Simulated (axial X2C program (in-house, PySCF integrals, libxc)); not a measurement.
# Nuclear properties of SiSb⁻

Computed with an axial X2C code built on PySCF integrals: two-component X2C with atomic mean-field Coulomb and Gaunt terms, Gaussian nuclei, basis Sb dyall-acv3z, Si dyall-av3z with contracted cores.

R = 2.309 Å (near the PBE0 minimum at charge -1 of the determinant lowest at the starting distance; the state shown can have its own minimum elsewhere).

Input and command:
```json
{"zs": [51, 14], "q": -1, "bas": ["dyall-acv3z", "dyall-av3z"], "r0": 2.56, "levels": ["PBE0", "HF", "PBE", "TPSSh", "BP86"], "nst": 3}
```
```bash
python soeom.py task.json out
```

Keys: zs atomic numbers; q charge; bas basis sets; r0 starting distance in Å; levels methods; nst determinants followed.

Determinant lowest in the PBE0 search, Ω = 0 (closed shell), highest spinor 51% Sb p, 39% Si p, 4% Si d:

```json
{"level": "PBE0", "qzz Sb (a.u.)": "-3.51", "qzz Si (a.u.)": "-1.25"}
{"level": "HF", "qzz Sb (a.u.)": "-3.84", "qzz Si (a.u.)": "-1.56"}
{"level": "PBE", "qzz Sb (a.u.)": "-3.34", "qzz Si (a.u.)": "-1.15"}
{"level": "TPSSh", "qzz Sb (a.u.)": "-3.32", "qzz Si (a.u.)": "-1.20"}
{"level": "BP86", "qzz Sb (a.u.)": "-3.32", "qzz Si (a.u.)": "-1.16"}
```

Determinant 1.83 eV from it at PBE0 and this distance, Ω = 1 (⟨Sz⟩ = 1.00, ⟨Lz⟩ = 0.00 at PBE0), spin on the atoms Sb 0.43, Si 0.57:

```tsv
level	Eeff magnitude (GV/cm)	Ws magnitude Sb (kHz)	A∥/gI Sb (MHz)	qzz Sb (a.u.)	A∥/gI Si (MHz)	qzz Si (a.u.)
PBE0	0.361	0.214	-61.1	-3.91	-133	-1.01
HF	1.2	0.702	-9.89	-4.08	-144	-1.19
PBE	0.165	0.0958	-62.6	-3.88	-122	-0.97
TPSSh	0.347	0.202	-39.9	-3.82	-105	-0.96
BP86	0.167	0.0983	-41.9	-3.85	-113	-0.97
```

Eeff is the effective electric field on the electron electric dipole moment in this Ω state and Ws the scalar–pseudoscalar constant of the nucleus named (defined with the proton number Z and per Ω); A∥ (defined per Ω) follows by multiplying with gI = μI/(I μN); qzz is the electric field gradient, eQq0 = 234.96 MHz × Q/barn × qzz. The operators were transformed with the bare-nucleus X2C matrices; with these basis sets, hyperfine constants and field gradients can be off by tens of per cent, and where levels differ in sign neither size nor sign is settled.

(1) With Q(121Sb) = -0.543 barn (Q from Pyykkö, Mol. Phys. 2018), turn the PBE0 values of the first state into constants in MHz.

Each state is one determinant with collinear spin, which with several unpaired electrons need not be a pure state. Unrestricted Hartree–Fock can overshoot spin polarisation at the nuclei. For an anion, determinants above electron detachment, or with a positive highest level, are held by the basis set. A closed determinant beside an open π² or δ² triplet, such as (π1/2)², mixes with its partner pair into the 0⁺ component of the triplet and ¹Σ⁺, so its energy is not that of a level, and 0⁺ can lie lowest. With several open shells hyperfine constants can be off by a factor of several. Where Eeff spreads by more than a factor of two the levels disagree and none is to be relied on. Open-shell Ω = 0 determinants with evenly filled partner blocks cannot be reached by this program, so the Ω shown need not be the lowest component. The search compared states at one distance, so a state with another bond length can lie lower. Further determinants of the search, some of them spin-mixed, are not shown. PBE0 term energies can be off by some tenths of an eV.

## Answers

(1) eQq0(121Sb) = 234.96 × (-0.543) × (-3.51) = 448 MHz.
